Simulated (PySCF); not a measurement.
**Zinc: a sound run and one with changed settings**

Sound run: Zn²⁺ [Ar] 3d10, Zn³⁺ [Ar] 3d9. All numbers are calculated (PySCF 2.14, scalar relativity by spin-free X2C-1e, in cc-pVDZ-DK). The sound run starts from symmetry-adapted Hartree-Fock orbitals and uses a fine grid where one is needed.

A second run was set up differently.

```json
{"species": "Zn²⁺", "method": "UHF", "sound run (hartree)": "-1793.36092", "changed run (hartree)": "-1793.36081", "converged": "no"}
{"species": "Zn²⁺", "method": "LDA", "sound run (hartree)": "-1791.85687", "changed run (hartree)": "-1791.83344", "converged": "no"}
{"species": "Zn²⁺", "method": "TPSS", "sound run (hartree)": "-1794.90291", "changed run (hartree)": "-1794.88144", "converged": "no"}
{"species": "Zn³⁺", "method": "UHF", "sound run (hartree)": "-1791.99831", "changed run (hartree)": "-1791.99812", "converged": "no"}
{"species": "Zn³⁺", "method": "LDA", "sound run (hartree)": "-1790.36361", "changed run (hartree)": "-1790.32510", "converged": "no"}
{"species": "Zn³⁺", "method": "TPSS", "sound run (hartree)": "-1793.44417", "changed run (hartree)": "-1793.41259", "converged": "no"}
```

(1) What was changed?
A. angular grid far too coarse
B. minimal basis
C. all electrons correlated in a valence basis
D. too few SCF iterations

## Answers

(1) D. It used initial guess sap, at most 3 SCF cycles. The SCF was stopped early; the energies are upper bounds that still move, and correlated levels were skipped or rest on poor orbitals.
